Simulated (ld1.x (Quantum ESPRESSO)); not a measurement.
## Configuration tests for palladium (Pd) (TM)

| Quantity | Value |
| --- | --- |
| Element | palladium |
| Generator | ld1.x (Quantum ESPRESSO) 7.5 |
| Type | norm-conserving Troullier–Martins (Kleinman–Bylander form) |
| Functional | PW91 |
| Relativity | scalar-relativistic |
| Frozen core | [Kr] |
| Valence charge | 10 |
| Reference configuration | 4d9 5s1 5p0 |
| Partial waves | 5s (bound): rc 1.90 bohr; 5p (bound, empty): rc 3.95 bohr; 4d (bound): rc 1.95 bohr |
| Local potential | the d channel |
| Core correction | a·sin(br)/r model core inside 0.90 bohr |

Energies are relative to the spin-unpolarised reference configuration 4d9 5s1 5p0; without spin polarisation the order of configurations can differ from experiment.

```csv
valence configuration,charge,ΔE all-electron (eV),error AE − PS (meV)
4d10 5s0 5p0,0,-1.505,-40
4d9 5s0 5p0,+1,7.680,-9.0
4d6 5s0 5p0,+4,112.442,-1001
4d9.5 5s0 5p0,+0.5,1.762,-23
4d8 5s1 5p0,+1,12.204,-46
```

What are ΔE and the potential's error for 4d8 5s0 5p0?

ΔE = 28.575 eV all-electron; the error (AE − PS) is -58 meV.

What are ΔE and the potential's error for 4d7 5s0 5p0?

ΔE = 63.014 eV all-electron; the error (AE − PS) is -338 meV.

Note: ghost states, extra bound levels that the all-electron valence spectrum of the same l lacks: s at -77.2 eV, p at -21.8 eV. A true bound ghost makes a file unfit for plane-wave use.
